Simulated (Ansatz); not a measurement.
Reaction (isomerisation): `C/N=C\B1C[SiH2]1` → `BC(C)([SiH3])C#N`

Computed with Ansatz on PBE0-D4/def2-TZVP structures; ΔE is electronic, products minus reactants. CCSD(T)/CBS adds triple-zeta CCSD(T) − MP2 to the extrapolated MP2 energy (def2 sets, frozen cores). DFT in def2-TZVPP. One conformer a species, not always the lowest.

CCSD(T)/CBS gives -153.5 kJ/mol.

Q: Another level gave -182.9 kJ/mol. Which?
A. PBE0-D4/def2-TZVPP
B. SCS-MP2/def2-TZVPP
C. ωB97X-V/def2-TZVPP
D. CCSD(T)/def2-TZVPP

A: B. SCS-MP2/def2-TZVPP -182.9, CCSD(T)/def2-TZVPP -160.4, ωB97X-V -149.9, PBE0-D4 -120.3 kJ/mol.

Largest T1 diagnostic among the species: 0.014.

From PBE to PBE0 (25 % exact exchange), in def2-TZVPP and without D4, ΔE moves by −14.2 kJ/mol. In def2-TZVPP, CCSD(T) changes the Hartree–Fock value by +39.8 kJ/mol (the triples alone add +6.4 kJ/mol) and MP2 by +25.3 kJ/mol.
